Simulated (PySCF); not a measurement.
C₉H₆N₄, SMILES C1=CC2=NC=NC3=NC=CC(=C1)N23.

Coordinates come from a PBE0-D3(BJ)/def2-SVP optimisation.

Computed with TDA-PBE/def2-SVP (PySCF).

Vertical excitations. The molecule is in vacuum. State labels are in the subgroup Cs.

| state | symmetry | energy (eV) | λ (nm) | f | main pairs |
|---|---|---|---|---|---|
| S1 | A' | 1.97 | 631 | 0.003 | HOMO→LUMO 98 % |
| S2 | A" | 2.82 | 439 | 0.000 | HOMO−1→LUMO 100 % |
| S3 | A" | 3.15 | 394 | 0.000 | HOMO−2→LUMO 100 % |
| S4 | A' | 3.79 | 328 | 0.097 | HOMO→LUMO+1 77 %, HOMO−4→LUMO 14 % |
| S5 | A' | 3.94 | 315 | 0.132 | HOMO→LUMO+2 75 %, HOMO−5→LUMO 14 % |
| S6 | A" | 3.98 | 311 | 0.000 | HOMO−1→LUMO+2 58 %, HOMO−1→LUMO+1 41 % |
| T1 | A' | 1.71 | 724 | 0 | HOMO→LUMO 100 % |
| T2 | A' | 2.64 | 470 | 0 | HOMO→LUMO+1 96 % |
Triplets are in the Tamm–Dancoff approximation.
